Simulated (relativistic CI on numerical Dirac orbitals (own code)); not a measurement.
## What each ingredient does to the levels of Sc¹²⁺

Base calculation: Dirac-Coulomb-Breit CI, orbitals from a KLI potential per configuration, model QED (radiative potential, 1s self-energy scaled to tabulated hydrogen-like ionisation energies), unscaled Slater integrals.

CI space (outside the closed core 1s2): 2s2.2p5, 2s.2p6, 2s2.2p4.3s, 2p6.3s, 2s2.2p4.3p, 2p6.3p, 2p6.3d, 2s2.2p4.3d, 2s.2p5.3s, 2s.2p5.3p, 2s.2p5.3d, 2s2.2p4.4s, 2s2.2p4.4p, 2s2.2p4.4d, 2s2.2p4.4f, 2s2.2p4.5s, 2s2.2p3.3s2, 2s2.2p4.5p, 2s2.2p4.5d, 2s2.2p4.5f, 2s2.2p4.5g, 2s.2p5.4s, 2s2.2p3.3s.3p, 2s.2p5.4p, 2s.2p5.4d, 2s2.2p3.3p2, 2s.2p5.4f, 2s2.2p3.3s.3d, 2s2.2p3.3p.3d, 2s.2p4.3s2, 2s2.2p3.3d2, 2s.2p4.3s.3p, 2s.2p5.5s, 2s.2p5.5p, 2s.2p5.5d, 2s.2p5.5f. Levels of other configurations are missing.

Variants: (1) Breit term removed; (2) QED terms removed. Shifts of the energy above 2s2.2p5 2P°_3/2, in eV, for the lowest level and the first level of each name with at least 55 % of one term (blank where a level changes its place among those of its configuration and J or its character, or is not in the variant):

| Level | Base | Δ(1) | Δ(2) |
| --- | --- | --- | --- |
| 2s2.2p5 2P°_3/2 | 0.000 | 0.000 | 0.000 |
| 2s2.2p5 2P°_1/2 | 4.689 | +0.158 | -0.012 |
| 2s.2p6 2S_1/2 | 96.616 | -0.018 | +0.178 |
| 2s2.2p4.3s 4P_5/2 | 434.948 | +0.278 | -0.051 |
| 2s2.2p4.3s 4P_3/2 | 437.121 | +0.278 | -0.054 |
| 2s2.2p4.3s 4P_1/2 | 439.080 | +0.315 | -0.060 |
| 2s2.2p4.3s 2P_3/2 | 440.165 | +0.305 | -0.060 |
| 2s2.2p4.3s 2P_1/2 | 442.580 | +0.309 | -0.062 |
| 2s2.2p4.3s 2D_5/2 | 448.490 | +0.396 | -0.060 |
| 2s2.2p4.3s 2D_3/2 | 448.630 | +0.394 | -0.061 |
| 2s2.2p4.3p 4P°_5/2 | 456.412 | +0.280 | -0.010 |
| 2s2.2p4.3p 4P°_3/2 | 456.642 | +0.228 | -0.009 |
| 2s2.2p4.3p 4P°_1/2 | 458.240 | +0.252 | -0.013 |
| 2s2.2p4.3p 4D°_7/2 | 459.181 | +0.288 | -0.011 |

At this charge energies of transitions that change n are usually good to better than 1 %, and those within a shell (Δn = 0) to a few per cent.

Ionisation energy from the two ground configurations alone: base 755.755 eV; Breit term removed 756.09 eV. The NIST ASD value (semi-empirical) is 757.7 eV.

LS names give the leading component of a level, which can be under half, so a name can repeat, a term be missing and a line seem to break the LS rules.
